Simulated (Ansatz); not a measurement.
**Which is lower?**

The two ends of one reaction step of SiH3ClOF2, singlet (PBE0-D4/def2-TZVP).

A:

Si1  (-0.961, -0.564, 0.044)
Cl2  (2.504, 1.615, -1.370)
F3  (-0.967, -2.092, 0.443)
F4  (-2.237, 0.072, 0.726)
H5  (-1.007, -0.402, -1.407)
H6  (1.682, 1.045, -0.553)
O7  (0.390, 0.159, 0.589)
H8  (0.597, 0.167, 1.526)
(Å)

B:

Si1  (-0.640, -0.451, -0.941)
Cl2  (0.465, 0.858, -1.996)
F3  (0.280, -1.507, -0.208)
F4  (-1.512, 0.293, 0.148)
H5  (-1.550, -1.181, -1.830)
H6  (1.443, 0.023, 1.647)
O7  (1.137, 0.872, 1.318)
H8  (0.376, 1.093, 1.861)
(Å)

Computed with Ansatz 0.2.0 (basis: def2-TZVPP); correlated methods freeze the cores. B3LYP uses VWN-RPA correlation.

Task: Which structure is lower at CCSD(T), and by how much? (Judge from chemistry; the value comes from the calculation.)

Result: By the calculation: A, by 6.06 kcal/mol (electronic energy, against the other). By their contacts, A is a complex of SiH₂OF₂ ([OH][SiH]([F])[F]) + HCl and B is a complex of SiHClF₂ ([F][SiH]([F])[Cl]) + H₂O.

All methods give the same order:

```csv
method,E(B) − E(A) (kcal/mol)
SPW92,5.88
PBE-D4,3.70
BLYP-D4,5.19
r2SCAN-D4,4.39
B97M-V,4.35
PBE0-D4,4.16
B3LYP-D4,5.56
r2SCAN0-D4,4.76
BHLYP-D4,5.99
CAM-B3LYP-D4,6.67
wB97X-V,4.70
wB97M-V,4.37
B2PLYP,6.35
PBE-QIDH,5.22
RPA on PBE,6.03
HF,7.46
MP2,5.67
CCSD,6.40
CCSD(T),6.06
```

T1 diagnostic: at most 0.011.

Labels in which every atom is bracketed show which atoms are joined, not bond orders.

For scale, one of the runs: CCSD(T)/def2-TZVPP, 219 basis functions, launched by `ansatz run in.yaml --threads 4 --pin off --events-out ev --progress --plain --max-ram 9574MiB`. Time: 2.1 min of wall clock on 4 CPU threads of an Arm Neoverse V1; the host was shared. Peak host memory: 3.4 GiB.
